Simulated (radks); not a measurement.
Values are calculated unless marked as measured or tabulated.
Task: Species: the gold ion Au1.5+. Configuration: [Xe] 4f14 5d8.5 6p1 (fractional occupations, a model configuration). Level of theory: scalar-relativistic Kohn-Sham, r2SCAN, spin-unpolarised, spherical densities, finite nucleus; meta-GGA in the generalised Kohn-Sham scheme; Fermi nuclear charge, rms radius 5.4371 fm (a radial shooting solver on a logarithmic mesh with Libxc functionals). Some entries of the table are withheld. Estimate them.

| orbital | occ. | eigenvalue (Ry) | r(max) (bohr) |
|---|---|---|---|
| 1s | 2 | (1) | 0.01042 |
| 2s | 2 | -1051.991 | 0.06015 |
| 2p | 6 | -909.6231 | 0.04981 |
| 3s | 2 | -250.2559 | 0.1695 |
| 3p | 6 | -208.7759 | 0.1689 |
| 3d | 10 | -164.3365 | (2) |
| 4s | 2 | -55.96832 | 0.3827 |
| 4p | 6 | -42.30785 | (3) |
| 4d | 10 | -25.80975 | 0.4103 |
| 5s | 2 | -9.61364 | 0.8488 |
| 4f | 14 | -7.52955 | 0.3766 |
| 5p | 6 | -5.98468 | 0.9516 |
| 5d | 8.5 | -1.88136 | 1.191 |
| 6p | 1 | -0.86828 | (4) |

Result: 
(1) 1s eigenvalue (Ry): -5943.386
(2) 3d r(max) (bohr): 0.1378
(3) 4p r(max) (bohr): 0.4026
(4) 6p r(max) (bohr): 2.766
